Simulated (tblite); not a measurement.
Record of a relaxation.

C3H10BrNSi2.
Numbering: `[CH3:1][NH:2][Si@@H:3]([SiH3:4])/[CH:5]=[CH:6]/[Br:7]` (hydrogens: H8, H9, H10 on C1; H11 on N2; H12 on Si3; H13, H14, H15 on Si4; H16 on C5; H17 on C6)

Computed with GFN2-xTB (tblite), gas phase: L-BFGS steps from a force-field or distance-geometry start until the largest atomic force falls under 0.01 eV/Å. 6 of its 133 geometries are shown.

Step 0: E = -597.1354 eV, largest atomic force 2.155 eV/Å
```
atom  x, y, z in Å  |  force x, y, z in eV/Å
C1     -1.920   -1.746   -0.278   -0.582   0.193   0.191
N2     -0.778   -1.153    0.378    0.145  -1.014   0.668
Si3     0.197    0.099   -0.252   -1.031   0.773  -1.727
Si4    -0.940    2.115   -0.623   -0.068  -0.163   0.380
C5      1.581    0.350    0.913    1.417  -0.144   0.733
C6      2.853    0.035    0.654   -1.278   0.173  -0.071
Br7     4.239    0.309    1.864    0.593   0.140   0.478
H8     -1.639   -2.232   -1.209   -0.058  -0.058  -0.265
H9     -2.380   -2.498    0.376    0.142   0.132  -0.067
H10    -2.700   -0.992   -0.487    0.527  -0.147   0.047
H11    -0.157   -1.915    0.674   -0.464   0.211   0.164
H12     0.717   -0.429   -1.533    0.308   0.116  -0.152
H13    -1.446    2.672    0.680    0.159  -0.113  -0.598
H14    -0.027    3.107   -1.244   -0.287  -0.172   0.150
H15    -2.103    1.904   -1.523    0.269   0.147   0.220
H16     1.297    0.789    1.870    0.384  -0.128  -0.178
H17     3.199   -0.405   -0.271   -0.175   0.052   0.027
```

Step 26: E = -597.3918 eV, largest atomic force 0.087 eV/Å
```
atom  x, y, z in Å  |  force x, y, z in eV/Å
C1     -1.930   -1.701   -0.278   -0.041  -0.015  -0.035
N2     -0.729   -1.174    0.327   -0.011  -0.034  -0.002
Si3     0.229    0.073   -0.379   -0.037  -0.003   0.008
Si4    -0.984    2.023   -0.612   -0.010   0.015   0.007
C5      1.587    0.301    0.913    0.051  -0.005  -0.029
C6      2.848    0.035    0.655    0.075   0.016   0.041
Br7     4.279    0.338    1.889   -0.021  -0.013  -0.002
H8     -1.733   -2.269   -1.192    0.044  -0.014  -0.045
H9     -2.449   -2.360    0.416   -0.008   0.034   0.080
H10    -2.591   -0.876   -0.531   -0.017   0.072  -0.032
H11    -0.240   -1.887    0.846    0.041  -0.064   0.019
H12     0.928   -0.319   -1.628   -0.015  -0.044   0.020
H13    -1.484    2.558    0.660    0.013   0.007  -0.043
H14    -0.117    3.045   -1.211   -0.059   0.041   0.020
H15    -2.153    1.889   -1.489    0.021  -0.011   0.008
H16     1.323    0.707    1.879   -0.023  -0.001   0.000
H17     3.209   -0.371   -0.275   -0.004   0.019  -0.015
```

Step 53: E = -597.4150 eV, largest atomic force 0.042 eV/Å
```
atom  x, y, z in Å  |  force x, y, z in eV/Å
C1     -1.952   -1.614   -0.278   -0.005  -0.016   0.014
N2     -0.699   -1.189    0.299   -0.002  -0.001  -0.007
Si3     0.279    0.049   -0.390    0.008   0.009   0.012
Si4    -1.009    1.958   -0.602   -0.004   0.011  -0.013
C5      1.635    0.264    0.906    0.000  -0.001   0.004
C6      2.911    0.075    0.653   -0.002   0.005  -0.003
Br7     4.300    0.336    1.939    0.009   0.004  -0.005
H8     -1.817   -2.346   -1.081    0.002  -0.010  -0.011
H9     -2.584   -2.059    0.491   -0.036  -0.009   0.019
H10    -2.463   -0.747   -0.691    0.003  -0.011   0.006
H11    -0.245   -1.946    0.792   -0.001   0.006  -0.014
H12     0.963   -0.357   -1.641    0.021  -0.003  -0.002
H13    -1.562    2.433    0.669    0.002   0.006  -0.004
H14    -0.249    3.069   -1.180    0.003   0.004   0.011
H15    -2.158    1.740   -1.490    0.005   0.012  -0.007
H16     1.340    0.586    1.895   -0.004  -0.014  -0.002
H17     3.303   -0.240   -0.300    0.002   0.008   0.000
```

Step 79: E = -597.4200 eV, largest atomic force 0.044 eV/Å
```
atom  x, y, z in Å  |  force x, y, z in eV/Å
C1     -1.984   -1.623   -0.252    0.007   0.003   0.009
N2     -0.700   -1.220    0.269   -0.005  -0.006   0.015
Si3     0.283    0.032   -0.388   -0.023  -0.029  -0.024
Si4    -0.976    1.958   -0.615   -0.020   0.021  -0.002
C5      1.627    0.216    0.925    0.002   0.007  -0.013
C6      2.908    0.144    0.639    0.021  -0.016   0.004
Br7     4.312    0.374    1.916   -0.028   0.009  -0.007
H8     -1.904   -2.427   -0.993    0.020   0.025  -0.010
H9     -2.624   -1.973    0.561   -0.013   0.014  -0.006
H10    -2.458   -0.767   -0.727   -0.013  -0.009   0.004
H11    -0.247   -1.982    0.752    0.012  -0.003   0.013
H12     0.984   -0.353   -1.638    0.008  -0.007   0.008
H13    -1.597    2.406    0.634   -0.008  -0.005  -0.003
H14    -0.178    3.083   -1.110    0.008  -0.010   0.005
H15    -2.071    1.776   -1.577    0.006   0.006   0.006
H16     1.323    0.423    1.941    0.002  -0.010   0.012
H17     3.295   -0.056   -0.346    0.023   0.010  -0.010
```

Step 106: E = -597.4294 eV, largest atomic force 0.040 eV/Å
```
atom  x, y, z in Å  |  force x, y, z in eV/Å
C1     -2.041   -1.610   -0.201   -0.006   0.014   0.005
N2     -0.746   -1.229    0.311   -0.005  -0.011  -0.005
Si3     0.280   -0.051   -0.414   -0.004  -0.019   0.002
Si4    -0.900    1.929   -0.640   -0.024  -0.014   0.029
C5      1.647    0.085    0.881    0.007   0.010   0.020
C6      2.909    0.318    0.591   -0.002  -0.020  -0.021
Br7     4.282    0.525    1.907   -0.023   0.005  -0.030
H8     -1.983   -2.445   -0.907    0.000   0.016  -0.002
H9     -2.699   -1.900    0.621    0.010  -0.020   0.003
H10    -2.486   -0.760   -0.712    0.019   0.014  -0.010
H11    -0.317   -1.990    0.819   -0.008   0.013  -0.006
H12     0.935   -0.501   -1.668   -0.002   0.006   0.024
H13    -1.687    2.279    0.548    0.017  -0.006  -0.027
H14     0.000    3.056   -0.899    0.000   0.010  -0.003
H15    -1.855    1.886   -1.755    0.020  -0.009   0.003
H16     1.356    0.010    1.920    0.009   0.001  -0.002
H17     3.297    0.409   -0.410   -0.008   0.010   0.021
```

Step 132: E = -597.4348 eV, largest atomic force 0.010 eV/Å
```
atom  x, y, z in Å  |  force x, y, z in eV/Å
C1     -2.079   -1.583   -0.185   -0.001   0.002   0.003
N2     -0.788   -1.246    0.364   -0.003  -0.001  -0.002
Si3     0.280   -0.115   -0.377    0.002  -0.009   0.002
Si4    -0.839    1.893   -0.648   -0.007  -0.002   0.000
C5      1.675    0.001    0.888    0.002   0.005   0.002
C6      2.875    0.433    0.565    0.000   0.003  -0.001
Br7     4.301    0.658    1.815    0.001  -0.003   0.001
H8     -2.020   -2.373   -0.941    0.000   0.003   0.000
H9     -2.750   -1.916    0.609    0.001   0.000   0.002
H10    -2.505   -0.697   -0.652   -0.002  -0.001   0.004
H11    -0.391   -2.023    0.871    0.001   0.001  -0.006
H12     0.911   -0.607   -1.627    0.000   0.001  -0.001
H13    -1.762    2.210    0.445   -0.003  -0.003   0.003
H14     0.097    3.016   -0.749   -0.001   0.001  -0.007
H15    -1.649    1.901   -1.873    0.009   0.003  -0.001
H16     1.464   -0.245    1.919    0.001   0.001  -0.005
H17     3.172    0.706   -0.434    0.001  -0.001   0.005
```

**Question.** Summarise the path.

**Answer.** The energy falls by 6.91 kcal/mol from step 0 to step 132; nine tenths of that is first reached at step 34. It rises by more than 0.2 meV at step 93. The largest force goes from 2.155 to 0.010 eV/Å. Among the bonds Si3–C5 changes most, from 1.827 to 1.887 Å; the atoms move by 0.545 Å rms after alignment.

What follows is the cost of the whole relaxation. The run took 0.77 s on AMD EPYC 9R45, one thread, no GPU, shared host with 96 logical CPUs at a one-minute load of 34.
